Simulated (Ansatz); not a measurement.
Ansatz (a first-principles code) input (CCSD(T)/aug-cc-pVDZ):

Ansatz 0.2 input:
```yaml
crystal:
  periodic: [false, false, false]
  atoms:
    - {symbol: C, position_ang: [2.66833323, 0.64000169, -0.50376979]}
    - {symbol: C, position_ang: [1.49614703, -0.14885321, 0.07224085]}
    - {symbol: C, position_ang: [0.16098951, 0.46573101, -0.34471914]}
    - {symbol: C, position_ang: [-1.06440459, -0.18465485, 0.12773369]}
    - {symbol: O, position_ang: [-0.94124666, -1.35798936, 0.61776455]}
    - {symbol: C, position_ang: [-2.38068428, 0.47285149, 0.06617746]}
    - {symbol: H, position_ang: [2.65923635, 1.67618312, -0.16075641]}
    - {symbol: H, position_ang: [2.64794578, 0.64338981, -1.59512356]}
    - {symbol: H, position_ang: [3.61173823, 0.19550606, -0.19064570]}
    - {symbol: H, position_ang: [1.53937031, -1.18639894, -0.26229280]}
    - {symbol: H, position_ang: [1.55355509, -0.16711335, 1.16287367]}
    - {symbol: H, position_ang: [0.05317962, 0.46418948, -1.44495238]}
    - {symbol: H, position_ang: [0.08462130, 1.53058405, -0.09115576]}
    - {symbol: H, position_ang: [-2.43942327, 1.15065539, -0.78458676]}
    - {symbol: H, position_ang: [-2.47171302, 1.09149905, 0.96999171]}
    - {symbol: H, position_ang: [-3.20865767, -0.23656138, 0.05249095]}
    - {symbol: H, position_ang: [-1.78216476, -1.76847534, 0.89606205]}
basis:
  gaussian:
    orbitals: aug-cc-pVDZ
total_charge: 1
magnetization: {spin_polarized: false}
correlation: {method: ccsd_t, electrons: outside_noble_gas}
output: {forces: true}
```

End of the output:

```
cycle   4  -26.62388267 eV  change    2.9e-3 eV  update   5.5e-3
cycle   5  -26.62191211 eV  change    2.0e-3 eV  update   2.4e-3
cycle   6  -26.62206122 eV  change   -1.5e-4 eV  update   7.3e-4
cycle   7  -26.62175610 eV  change    3.1e-4 eV  update   3.0e-4
cycle   8  -26.62171816 eV  change    3.8e-5 eV  update   1.1e-4
cycle   9  -26.62176377 eV  change   -4.6e-5 eV  update   4.7e-5
cycle  10  -26.62176463 eV  change   -8.5e-7 eV  update   1.7e-5
cycle  11  -26.62176475 eV  change   -1.2e-7 eV  update   5.7e-6
perturbative correction -0.89945138 eV, -0.0330542287 hartree
the calculation of the forces begins
1.15 GiB of device memory are held for the factors and their scratch space
Total energy: -7385.53324272 eV, -271.4133405757 hartree
Atom 0 at     2.668333     0.640002    -0.503770 Å, force    -0.065212    -0.001753     0.006501 eV/Å
Atom 1 at     1.496147    -0.148853     0.072241 Å, force    -0.043142    -0.001750     0.019387 eV/Å
Atom 2 at     0.160990     0.465731    -0.344719 Å, force     0.367122     0.144523    -0.169831 eV/Å
Atom 3 at    -1.064405    -0.184655     0.127734 Å, force    -0.153653     0.162551    -0.018772 eV/Å
Atom 4 at    -0.941247    -1.357989     0.617765 Å, force     0.397876    -0.765212     0.284118 eV/Å
Atom 5 at    -2.380684     0.472851     0.066177 Å, force    -0.287514     0.146168     0.006511 eV/Å
Atom 6 at     2.659236     1.676183    -0.160756 Å, force    -0.021936     0.456862     0.163908 eV/Å
Atom 7 at     2.647946     0.643390    -1.595124 Å, force    -0.028813    -0.011131    -0.486314 eV/Å
Atom 8 at     3.611738     0.195506    -0.190646 Å, force     0.412194    -0.209284     0.145403 eV/Å
Atom 9 at     1.539370    -1.186399    -0.262293 Å, force     0.009519    -0.453688    -0.166191 eV/Å
Atom 10 at     1.553555    -0.167113     1.162874 Å, force     0.024659     0.008379     0.483780 eV/Å
Atom 11 at     0.053180     0.464189    -1.444952 Å, force    -0.066257    -0.036439    -0.383533 eV/Å
Atom 12 at     0.084621     1.530584    -0.091156 Å, force    -0.045725     0.394002     0.156191 eV/Å
Atom 13 at    -2.439423     1.150655    -0.784587 Å, force     0.005109     0.259591    -0.381892 eV/Å
Atom 14 at    -2.471713     1.091499     0.969992 Å, force     0.013622     0.215349     0.349150 eV/Å
Atom 15 at    -3.208658    -0.236561     0.052491 Å, force    -0.326938    -0.321167    -0.018754 eV/Å
Atom 16 at    -1.782165    -1.768475     0.896062 Å, force    -0.190912     0.013001     0.010338 eV/Å
Dipole moment:    -1.113673    -0.109390     0.139069 e Å
```

It need not be the lowest isomer of its formula.
